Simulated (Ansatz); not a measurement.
Te(OMe)(NH2) (CH₅NOTe), SMILES CO[Te]N.

Geometry optimised at B3LYP-D3(BJ)/def2-SVP. This is a generated structure with no PubChem entry under its InChIKey; it may be hypothetical. The def2 effective core potentials stand for the cores of Te; spin–orbit coupling is left out. One conformer was computed; it need not be the lowest.

Two levels are set side by side: PBE/def2-SVPD (Ansatz, a quantum-chemistry and plane-wave program) and CAM-B3LYP/def2-SVPD (Ansatz). Energy differences of separate SCF runs at the same geometry; the states with an electron removed or added have multiplicity 2 and 2. Differences are taken from unrounded values.

| quantity | CAM-B3LYP |
|---|---|
| vertical ionisation energy (eV) | 8.50 |
| vertical singlet–triplet gap (eV) | 2.81 |

### Question
What does PBE give, and how far is it from CAM-B3LYP? (The exact figures need the calculation; the answer reports its results.)

### Answer

| quantity | PBE | PBE minus CAM-B3LYP |
|---|---|---|
| vertical ionisation energy (eV) | 8.18 | -0.32 |
| vertical singlet–triplet gap (eV) | 2.66 | -0.15 |
